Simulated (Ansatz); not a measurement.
Abridged output of a molecular run in Ansatz:

```
Functional definition: HF
787 factors; integrals over basis functions are off by at most 1.0e-3 eV
mean field evaluation 1: about -31694.3692 eV, gradient 4.6e1 eV
mean field evaluation 2: about -31694.3746 eV, gradient 4.6e1 eV
mean field evaluation 4: about -31698.8935 eV, gradient 3.5e0 eV
mean field evaluation 8: about -31698.9485 eV, gradient 3.2e-1 eV
mean field evaluation 16: about -31698.8852 eV, gradient 3.4e0 eV
mean field -31698.94933540 eV, -1164.9149017562 hartree, gradient 1.6e-6 eV, S^2 0.000000; 0 other end points of the search recorded, 0 dependent functions left out
17 core orbitals not correlated: weight in the atoms' cores, before any rotation towards them, 1.000 or more for the frozen orbitals, at most 0.000 for the correlated occupied ones
reference -31698.94933540 eV, -1164.9149017562 hartree; 14, 14 occupied and 56, 56 virtual orbitals, 787 factors
second order -17.57654847 eV of doubles, -0.00000000 eV of singles
cycle   1  -17.73059919 eV  change   -1.5e-1 eV  update   1.2e-1
cycle   2  -18.17775862 eV  change   -4.5e-1 eV  update   3.7e-2
cycle   3  -18.31257326 eV  change   -1.3e-1 eV  update   2.1e-2
cycle   4  -18.30413044 eV  change    8.4e-3 eV  update   5.4e-3
cycle   5  -18.30064544 eV  change    3.5e-3 eV  update   2.6e-3
cycle   6  -18.30155702 eV  change   -9.1e-4 eV  update   7.9e-4
cycle   7  -18.30141444 eV  change    1.4e-4 eV  update   3.4e-4
cycle   8  -18.30128594 eV  change    1.3e-4 eV  update   1.2e-4
cycle   9  -18.30132626 eV  change   -4.0e-5 eV  update   5.2e-5
cycle  10  -18.30135157 eV  change   -2.5e-5 eV  update   2.1e-5
perturbative correction -0.45380237 eV, -0.0166769295 hartree
Total energy: -31717.70448934 eV, -1165.6041409509 hartree
```

Its atoms:

```xyz
6

F     0.2503    1.1675    1.8773
Si    0.4551    0.1099    0.7089
Cl    1.6692   -1.3189    1.5183
O    -0.9729   -0.4750    0.1126
Al   -0.3951    0.2242   -1.3840
H    -1.0067    0.2922   -2.8331
```

Problem. Which basis set was used?
A. def2-TZVPP
B. cc-pV(T+d)Z
C. cc-pV(Q+d)Z
D. def2-SVP

Solution. D. It gives 87 functions.

Problem. Write the keys of the input that set method, charge and spin (a neutral closed shell needs none for the last two).

Solution. 
```yaml
correlation: {method: ccsd_t}
```
